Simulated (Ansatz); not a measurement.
C2H7AlOS at its PBE0-D4/def2-TZVP geometry, where that method's forces vanish. Total charge 0; spin multiplicity 1. The bonds changed during the relaxation, so this is another structure than the one it started from.

```xyz
12

C     1.1428   -1.9603    0.0397
S     1.1835   -0.2467    0.6177
C     0.0587    0.5650   -0.4188
O    -1.4298    0.3799    0.0165
Al   -0.8466    2.2368    0.0544
H     0.1529   -2.4012    0.1561
H     1.8515   -2.5196    0.6522
H     1.4553   -2.0164   -1.0036
H     0.0760    0.2129   -1.4480
H    -1.4132   -0.0601    0.8769
H    -0.7102    2.7253    1.5555
H    -1.5210    3.0843   -1.0986
```

Q: What forces (eV/Å) does ωB97M-V/def2-TZVPP give on these atoms in Ansatz? (Estimate.)

A: The calculation gave: 
```
C1  -0.019 -0.118 -0.061
S2   0.104  0.001  0.171
C3   0.034  0.075 -0.284
O4  -0.060 -0.093  0.143
Al5 -0.076  0.172  0.015
H6   0.082  0.032 -0.016
H7  -0.065  0.042 -0.057
H8  -0.031 -0.002  0.086
H9  -0.004  0.016  0.094
H10 -0.035  0.012 -0.064
H11 -0.003 -0.050 -0.147
H12  0.074 -0.086  0.120
```
